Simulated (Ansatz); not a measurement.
Geometry optimisation, Ansatz, RKS PBE0/def2-SVP.

The input (input.yaml):

```yaml
crystal:
  periodic: [false, false, false]
  atoms:
    - { symbol: B, position_ang: [-0.5602, 2.0759, 1.6306] }
    - { symbol: As, position_ang: [-1.0585, 0.1287, 1.5157] }
    - { symbol: C, position_ang: [0.0327, -0.1453, -0.0948] }
    - { symbol: O, position_ang: [-0.0931, -1.4242, -0.581] }
    - { symbol: Sb, position_ang: [1.018, -1.6818, -2.2343] }
    - { symbol: H, position_ang: [0.4732, 2.4813, 1.9418] }
    - { symbol: H, position_ang: [-1.3751, 2.9243, 1.2715] }
    - { symbol: H, position_ang: [-2.3059, 0.4028, 0.6624] }
    - { symbol: H, position_ang: [-0.1977, 0.6314, -0.804] }
    - { symbol: H, position_ang: [1.1328, -0.0331, 0.2399] }
    - { symbol: H, position_ang: [2.4054, -2.0459, -1.1941] }
    - { symbol: H, position_ang: [0.6053, -3.3693, -2.3197] }
basis:
  gaussian: { orbitals: def2-SVP }
hamiltonian:
  xc: pbe0
relax:
  f_tol: 0.015
  max_steps: 40
```

Launched with:

```bash
$ ansatz run input.yaml --threads 2 --pin off --max-ram 3072MiB --backend cpu --events-out ev --progress --plain --runs-dir out
```

**Question.** Where does it end, and by what steps?

**Answer.** It converged. After 15 steps the energy has fallen by 0.503 eV; H7 moved furthest, 0.96 Å.

```csv
step,energy less start (eV),largest force component (eV/Å),accepted
0,0.0000,2.679,yes
1,-0.2449,0.860,yes
2,-0.3558,0.274,yes
3,-0.4085,0.369,yes
4,-0.4621,0.486,yes
5,-0.4883,0.235,yes
6,-0.4468,0.753,no
7,-0.4992,0.081,yes
8,-0.5008,0.072,yes
9,-0.5018,0.040,yes
10,-0.5021,0.057,yes
11,-0.5028,0.022,yes
12,-0.5031,0.023,yes
13,-0.5033,0.019,yes
14,-0.5034,0.018,yes
15,-0.5034,0.010,yes
```

```xyz
12
Properties=species:S:1:pos:R:3
B -0.744 2.178 1.785
As -1.125 0.342 1.190
C 0.211 -0.032 -0.223
O 0.119 -1.379 -0.559
Sb 1.015 -2.006 -2.253
H 0.401 2.541 1.918
H -1.647 2.870 2.187
H -2.382 0.529 0.363
H 0.030 0.649 -1.077
H 1.189 0.243 0.221
H 2.539 -2.380 -1.530
H 0.472 -3.610 -1.987
```

Whether the end is a true minimum wasn't checked by a vibrational analysis.

The run took 110 s on 2 threads of Arm Neoverse V1, with other jobs on the host, peak memory 0.43 GiB.
